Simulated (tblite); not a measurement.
Input of a run (GFN2-xTB geometry optimisation, gas phase (tblite 0.8.0)), started from a force field or distance geometry:
```
{"job": {"kind": "relax", "xc": "GFN2-xTB", "basis": "xTB"}, "charge": 0, "multiplicity": 2}
C     -0.703000    -2.399800     0.406300
C     -0.673400    -1.056600     0.254800
C     -1.790900    -0.382500    -0.332700
C     -1.809700     1.086200    -0.653500
C      0.525300    -0.263900     0.753400
O      1.200800     0.279600    -0.383400
Si     2.557500     1.208900    -0.110600
H      0.118800    -2.941100     0.856600
H     -1.556000    -2.988900     0.075600
H     -2.645300    -0.970800    -0.683300
H     -2.824900     1.388400    -0.921800
H     -1.155300     1.297600    -1.488800
H     -1.511500     1.679900     0.227900
H      0.191600     0.533200     1.419900
H      1.206200    -0.901200     1.315400
H      3.121900     1.666500    -1.384600
H      3.559700     0.401000     0.633500
H      2.179500     2.370000     0.723800
```

Output (eV, eV/Å):
```
step      E/eV     max force
  0    -600.58063    1.714
  1    -600.67016    0.716
  2    -600.70095    0.419
  3    -600.71818    0.357
  4    -600.72905    0.319
  5    -600.73759    0.291
  6    -600.74817    0.239
  7    -600.75700    0.227
  8    -600.76246    0.170
  9    -600.76636    0.144
 10    -600.77039    0.154
 11    -600.77477    0.161
 12    -600.77862    0.135
 13    -600.78130    0.123
 14    -600.78323    0.137
 15    -600.78501    0.121
 16    -600.78662    0.094
 17    -600.78799    0.092
 18    -600.78935    0.096
 19    -600.79105    0.119
 20    -600.79327    0.130
 21    -600.79587    0.110
 22    -600.79839    0.116
 23    -600.80055    0.112
 24    -600.80236    0.097
 25    -600.80398    0.086
 26    -600.80554    0.081
 27    -600.80708    0.087
 28    -600.80840    0.094
 29    -600.80937    0.067
 30    -600.81001    0.050
 31    -600.81048    0.048
 32    -600.81092    0.056
 33    -600.81136    0.054
 34    -600.81177    0.041
 35    -600.81215    0.048
 36    -600.81252    0.054
 37    -600.81287    0.042
 38    -600.81313    0.033
 39    -600.81331    0.024
 40    -600.81344    0.028
 41    -600.81356    0.024
 42    -600.81364    0.022
 43    -600.81369    0.018
 44    -600.81372    0.014
 45    -600.81376    0.013
 46    -600.81380    0.014
 47    -600.81383    0.016
 48    -600.81387    0.020
 49    -600.81391    0.024
 50    -600.81396    0.022
 51    -600.81401    0.016
 52    -600.81405    0.014
 53    -600.81408    0.015
 54    -600.81412    0.020
 55    -600.81417    0.023
 56    -600.81422    0.019
 57    -600.81426    0.015
 58    -600.81430    0.017
 59    -600.81434    0.020
 60    -600.81439    0.019
 61    -600.81443    0.016
 62    -600.81445    0.013
 63    -600.81449    0.015
 64    -600.81453    0.022
 65    -600.81461    0.030
 66    -600.81470    0.030
 67    -600.81479    0.022
 68    -600.81487    0.023
 69    -600.81496    0.020
 70    -600.81505    0.023
 71    -600.81512    0.023
 72    -600.81519    0.022
 73    -600.81526    0.023
 74    -600.81534    0.023
 75    -600.81541    0.019
 76    -600.81547    0.013
 77    -600.81552    0.017
 78    -600.81558    0.020
 79    -600.81564    0.022
 80    -600.81573    0.023
 81    -600.81582    0.023
 82    -600.81593    0.021
 83    -600.81604    0.025
 84    -600.81613    0.020
 85    -600.81618    0.013
 86    -600.81622    0.015
 87    -600.81626    0.017
 88    -600.81629    0.018
 89    -600.81633    0.013
 90    -600.81635    0.013
 91    -600.81637    0.012
 92    -600.81638    0.011
 93    -600.81641    0.009
```

Question: Summarise the run.

Answer: The energy falls by 22.7 kJ/mol over 93 L-BFGS steps, the largest force on an atom goes from 1.71 to 0.009 eV/Å, and the atoms move by 0.201 Å rms after alignment. The bond that changes most is O6–Si7 (ends: oxygen bonded to C and Si; silicon bonded to O and 3 H), which shortens by 0.052 Å. Bonds longer at the end by more than 0.005 Å: 4 of 17; shorter: 13. Among the angles that change most is C5–O6–Si7, from 117.8° to 129.8°. The energy never rose by more than 1e-5 eV on the way. The first step brought 38 % of the lowering.

Question: What are the final bond lengths?

Answer: C1=C2 1.372 Å, C2–C3 1.386 Å, C3–C4 1.482 Å, C2–C5 1.512 Å, C5–O6 1.400 Å, O6–Si7 1.615 Å, C1–H8 1.074 Å, C1–H9 1.075 Å, C3–H10 1.080 Å, C4–H11 1.087 Å, C4–H12 1.092 Å, C4–H13 1.091 Å, C5–H14 1.099 Å, C5–H15 1.096 Å, Si7–H16 1.453 Å, Si7–H17 1.466 Å, Si7–H18 1.469 Å. Numbering counts from 1 in the input's order; the species is `C=C([CH]C)CO[SiH3]` [radical].

Time: 0.58 s wall. Hardware: one thread of an Arm Neoverse V1, on a shared host.

GFN2-xTB frequencies show an imaginary mode (41i cm⁻¹), so the point is no minimum at that level. 3 starts were optimised and ended at 0.00, 0.00 and 0.32 kcal/mol (GFN2-xTB); the lowest of these is shown.

Conformer computed: `[CH2:1]=[C:2]([CH:3][CH3:4])[CH2:5][O:6][SiH3:7]`: C1–C2–C3–C4 180°, C1–C2–C5–O6 117°, C2–C5–O6–Si7 176°.

One conformer stands for the species.
